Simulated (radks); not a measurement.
Question: Numerical settings for the gadolinium ion Gd+, [Xe] 4f7 5d1 6s1. Calculated with a radial shooting solver on a logarithmic mesh with Libxc functionals: non-relativistic Kohn-Sham, PBE, spin-polarised, spherical densities, point nucleus; open shells are filled with parallel spins first (spin-orbit coupling, left out, can overturn this in heavy ions); relativity is left out, which matters for an element this heavy. The defaults (mesh step 0.008 in ln r, mesh end at 40 bohr or more with all orbitals vanishing there, Anderson mixing 0.5 over 9 steps, residual threshold near 1e-9 with the energy settled to 1e-9 hartree or 1e-11 of itself, here a cap of 53 iterations) give E = -10823.3698 hartree and 6s at -9.124 eV in 14 iterations. Run on one thread of a shared host, so times are rough (Arm Neoverse V2): 0.21 s of CPU time, 0.21 s wall, 14 iterations on 2648 mesh points. One setting is changed at a time: mesh step in ln r 0.003; mesh step in ln r 0.08; mesh step in ln r 0.012; mesh end (bohr) 8; mesh end (bohr) 2; residual threshold 1e-16; residual threshold 0.1; mixing 0.05; linear mixing, mixing 1; linear mixing, mixing 0.05; mixing history 3; iteration cap 5. Which runs fail to converge, and which converge to a wrong energy?

Answer: Not converged within the cap: mesh step in ln r 0.08; residual threshold 1e-16; linear mixing, mixing 1; linear mixing, mixing 0.05; iteration cap 5. Settled on a wrong energy, with an occupied level pushed above zero by the early mesh end: mesh end (bohr) 2 (+17.4 hartree). Apart from these: settings that end as converged yet miss the energy by more than 1 mhartree: mesh end (bohr) 8 (+0.00445 hartree).
